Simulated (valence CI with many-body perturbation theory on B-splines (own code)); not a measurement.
E1 line list for La8+

Level of theory: configuration interaction combined with many-body perturbation theory (CI+MBPT): three valence electrons over a frozen Dirac-Fock core [Kr] 4d10, radial functions for each j: 7 s, 7 p, 7 d, 7 f, 4 g, 2 h, with the one-electron correlation potential Σ1 (screened to all orders), the two-electron term Σ2, the three-electron term Σ3, Breit, model QED; selected single and double excitations, second order for the rest, scaled by the run's own slope (own B-spline code, finite nucleus).

No measured spectrum was set against this ion. As an estimate, levels hold to about 250 cm⁻¹ or 0.2 % of their energy and the worst to 1 %, as in measured heavy ions of charge 2 to 7; those with d or f electrons hold less well.

Lines 301 to 350 of 580 in falling wavelength, among levels below 65.037 eV, chosen from the strongest by gf and those to the six lowest levels. Wavelengths and rates use the calculated energies, so an error of 400 cm⁻¹ moves a line at 490.4 Å by 0.2 % and its rate by three times that or more. Electric multipoles are in the length gauge, E1 and E2 with the static RPA response of the core. Weak lines are less certain than strong ones. Lines between different terms over intervals too small for the method are left out, as are lines whose strength nearly cancels. Where a level lies close to another of its J and parity, the split of strength between their lines is uncertain. The highest levels of a list are the least certain.

Names give the largest LS component (configuration and term), which can be under half, so a name can repeat, a term be missing and a line seem to break the LS rules; names also repeat where a configuration has a term twice. Letters in brackets count levels of one name in rising energy.

```csv
λ vac (Å),Upper,Lower,A (s⁻¹),S (a.u.)
490.4,4f 5s 5d 4D°_7/2 [b],4f 5s 5p 2F_7/2 [b],2.69e+09,1.25e+00
490.0,5s2 5f 2F°_5/2,4f 5s 5p 2D_5/2 [b],3.84e+09,1.34e+00
489.5,4f2 5p 4H°_7/2,4f 5s 5p 2G_7/2 [c],3.16e+09,1.46e+00
488.5,5s2 5f 2F°_7/2,4f 5s 5p 2D_5/2 [b],5.65e+09,2.60e+00
488.3,4f2 5p 4S°_3/2 [b],4f 5s 5p 2D_3/2 [b],2.41e+09,5.55e-01
488.1,4f 5s 5d 2G°_9/2 [b],4f 5s 5p 2G_9/2 [b],3.13e+09,1.80e+00
487.3,4f 5p2 4D°_3/2 [b],4f 5s 5p 4F_3/2,2.78e+09,6.35e-01
487.2,4f 5p2 2G°_9/2,4f 5s 5p 2F_7/2 [a],1.08e+09,6.14e-01
486.8,5s 5p 5d 2P°_1/2 [b],4f 5s 5p 4D_3/2 [b],5.35e+09,6.10e-01
486.8,4f 5s 5d 2D°_5/2 [b],4f 5s 5p 2D_3/2 [b],2.75e+09,9.40e-01
483.9,4f 5s 5d 2D°_3/2,4f 5s 5p 2D_3/2 [a],5.10e+09,1.14e+00
483.5,4f 5s 5d 2P°_3/2 [a],4f 5s 5p 2D_3/2 [b],2.33e+09,5.20e-01
483.4,4f 5s 5d 2H°_11/2 [b],4f 5s 5p 2G_9/2 [b],5.49e+09,3.67e+00
483.1,5p3 4S°_3/2 [b],5s 5p2 4P_1/2,1.68e+09,3.73e-01
482.4,5s2 5f 2F°_5/2,4f 5s 5p 2D_3/2 [b],2.61e+09,8.69e-01
480.8,5s 5p 5d 2D°_5/2 [b],4f 5s 5p 2D_5/2 [a],1.70e+09,5.58e-01
479.0,5s 5p 5d 2P°_3/2,4f 5s 5p 2D_5/2 [a],3.77e+09,8.18e-01
478.8,4f 5s 5d 2H°_9/2 [b],4f 5s 5p 2G_7/2 [c],8.01e+09,4.34e+00
476.9,5s 5p 5d 2P°_3/2,4f 5s 5p 4D_3/2 [b],2.20e+09,4.72e-01
476.7,4f 5s 5d 2P°_1/2 [b],4f 5s 5p 2D_3/2 [b],1.23e+10,1.32e+00
474.0,4f 5s 5d 2G°_9/2 [b],4f 5s 5p 2F_7/2 [b],6.20e+09,3.26e+00
473.7,4f2 5p 4H°_7/2,4f 5s 5p 2F_5/2 [b],3.80e+09,1.59e+00
470.3,4f 5s 5d 2F°_5/2,4f 5s 5p 2F_5/2 [b],5.53e+09,1.70e+00
467.6,4f 5s 5d 2G°_9/2 [a],4f 5s 5p 2G_9/2 [a],4.32e+09,2.18e+00
466.5,4f 5s 5d 4F°_3/2,4f 5s 5p 4D_1/2,2.84e+09,5.69e-01
465.6,4f 5s 5d 2P°_3/2 [b],4f 5s 5p 2D_5/2 [b],1.26e+10,2.51e+00
465.2,4f2 5p 4D°_5/2 [a],4f 5s 5p 2F_5/2 [b],1.81e+09,5.39e-01
463.6,4f 5s 5d 2F°_7/2 [b],4f 5s 5p 2F_7/2 [b],5.25e+09,2.06e+00
461.0,4f 5p2 4G°_5/2 [b],5s 5p2 2D_3/2,2.16e+09,6.26e-01
458.8,4f 5s 5d 2P°_3/2 [b],4f 5s 5p 2D_3/2 [b],5.10e+09,9.73e-01
458.7,4f 5s 5d 2G°_7/2,4f 5s 5p 2D_5/2 [a],1.79e+09,6.81e-01
458.1,4f 5p2 2D°_3/2 [a],5s 5p2 2D_3/2,4.49e+09,8.51e-01
457.7,4f2 5p 2P°_1/2,4f 5s 5p 2D_3/2 [b],6.10e+09,5.77e-01
455.8,4f 5s 5d 2H°_11/2 [c],4f 5s 5p 2G_9/2 [b],9.19e+09,5.15e+00
455.7,4f2 5p 4G°_9/2 [b],4f 5s 5p 2F_7/2 [b],1.02e+09,4.77e-01
455.7,4f 5s 5p 4D_5/2,5s2 5p 2P°_3/2,1.03e+09,2.89e-01
455.4,4f 5s 5d 2H°_9/2 [c],4f 5s 5p 2G_7/2 [c],1.06e+10,4.95e+00
454.5,4f 5p2 2F°_5/2 [a],5s 5p2 2D_3/2,2.80e+09,7.79e-01
454.4,4f 5s 5d 2D°_5/2 [b],4f 5s 5p 2F_7/2 [b],3.74e+09,1.04e+00
454.1,4f 5s 5d 4G°_5/2,4f 5s 5p 4D_3/2 [a],1.89e+09,5.24e-01
453.5,4f2 5p 4D°_5/2 [b],4f 5s 5p 2D_5/2 [b],1.82e+09,5.02e-01
453.1,5s 5p2 2S_1/2,5s2 5p 2P°_1/2,9.36e+08,8.59e-02
451.5,4f 5s 5d 4F°_7/2,4f 5s 5p 4D_5/2,1.99e+09,7.21e-01
451.2,4f 5s 5p 4D_3/2 [a],5s2 5p 2P°_3/2,1.37e+09,2.48e-01
451.0,4f2 5p 2G°_7/2 [a],4f 5s 5p 2F_5/2 [b],1.81e+09,6.55e-01
450.7,5s 5p 5d 4F°_3/2,5s 5p2 4P_3/2,6.61e+08,1.19e-01
450.6,5s2 5f 2F°_5/2,4f 5s 5p 2F_7/2 [b],1.93e+09,5.24e-01
450.2,5s 5p2 2P_3/2,5s2 5p 2P°_1/2,1.49e+09,2.69e-01
449.7,4f 5s 5d 4G°_7/2 [a],4f 5s 5p 4D_5/2,2.63e+09,9.46e-01
449.5,4f 5s 5d 2G°_9/2 [a],4f 5s 5p 2G_7/2 [b],5.43e+09,2.44e+00
```
